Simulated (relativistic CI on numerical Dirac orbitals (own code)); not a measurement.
# Radial parameters of Os9+

Calculated at this level of theory: Dirac-Coulomb-Breit CI, KLI orbitals optimised for each configuration, model QED (radiative potential, 1s self-energy scaled to tabulated hydrogen-like ionisation energies), unscaled Slater integrals (own radial code, finite nucleus).

Slater integrals F^k, G^k are unscaled and averaged over j, outside the closed core [Kr] 4d10; ζ comes from projecting the Hamiltonian with its Breit term on Σ l·s of the shell.

- 4f14 5s2 5p5: ζ(5p) = 76269 cm⁻¹; <r>(5p) = 1.081, <r^2>(5p) = 1.308 (bohr units).
- 4f13 5s2 5p6: ζ(4f) = 6201.7 cm⁻¹; <r>(4f) = 0.534, <r^2>(4f) = 0.3445 (bohr units).
- 4f14 5s2 5p4 5d: F^2(5p,5p) = 99337, ζ(5p) = 77046, F^2(5p,5d) = 85943, G^1(5p,5d) = 104840, G^3(5p,5d) = 66287, ζ(5d) = 6321.2 cm⁻¹; <r>(5p) = 1.078, <r^2>(5p) = 1.301, <r>(5d) = 1.301, <r^2>(5d) = 1.903 (bohr units).

Averages of the first 10 configurations, taken without configuration mixing, which lowers the lowest level and can move excited configurations by several eV; other configurations of the list can lie among them:

```json
{"Configuration": "4f14 5s2 5p5", "Parity": "odd", "States": "6", "Average energy above the lowest level (eV)": "5.4"}
{"Configuration": "4f13 5s2 5p6", "Parity": "odd", "States": "14", "Average energy above the lowest level (eV)": "17.0"}
{"Configuration": "4f14 5s 5p6", "Parity": "even", "States": "2", "Average energy above the lowest level (eV)": "54.1"}
{"Configuration": "4f14 5s2 5p4 5d", "Parity": "even", "States": "150", "Average energy above the lowest level (eV)": "61.7"}
{"Configuration": "4f14 5s 5p5 5d", "Parity": "odd", "States": "120", "Average energy above the lowest level (eV)": "108.7"}
{"Configuration": "4f14 5s2 5p4 5f", "Parity": "odd", "States": "210", "Average energy above the lowest level (eV)": "113.5"}
{"Configuration": "4f13 5s2 5p5 5d", "Parity": "even", "States": "840", "Average energy above the lowest level (eV)": "74.0"}
{"Configuration": "4f14 5s2 5p4 6s", "Parity": "even", "States": "30", "Average energy above the lowest level (eV)": "87.2"}
{"Configuration": "4f14 5s2 5p4 5g", "Parity": "even", "States": "270", "Average energy above the lowest level (eV)": "141.7"}
{"Configuration": "4f14 5s 5p5 5f", "Parity": "even", "States": "168", "Average energy above the lowest level (eV)": "161.1"}
```
